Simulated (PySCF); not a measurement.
Series SiXY, Y = H, computed as singlets and as triplets. All species are isolated molecules in the gas phase. One relaxed conformer stands for each flexible species; it need not be the lowest. Strings in code marks are SMILES.

The HOMO–LUMO gap from two functionals at the same geometries (PBE0-D3(BJ)/def2-TZVP), both in PySCF: PBE-D3(BJ)/def2-TZVP and PBE0-D3(BJ)/def2-TZVP. 

| species | PBE-D3(BJ)/def2-TZVP (eV) |
|---|---|
| X = fluoro, multiplicity 1 (`[SiH]F` (lower singlet)) | 2.31 |
| X = hydroxy, multiplicity 1 (`O[SiH]` (lower singlet; H–O–Si–H torsion 180°)) | 2.45 |
| X = amino, multiplicity 1 (`[SiH]N` (lower singlet)) | 2.93 |
| X = ethynyl, multiplicity 1 (`C(#C)[SiH]` (lower singlet)) | 1.76 |

What does PBE0-D3(BJ)/def2-TZVP give for each?


- X = fluoro, multiplicity 1 (`[SiH]F` (lower singlet)): 4.31
- X = hydroxy, multiplicity 1 (`O[SiH]` (lower singlet; H–O–Si–H torsion 180°)): 4.41
- X = amino, multiplicity 1 (`[SiH]N` (lower singlet)): 4.84
- X = ethynyl, multiplicity 1 (`C(#C)[SiH]` (lower singlet)): 3.63
Over these rows, drawn at random from the members with no instability flagged (it was tested for open shells, ions and some series alone), PBE minus PBE0-D3(BJ): mean -1.94 eV, from -2.00 eV to -1.87 eV.
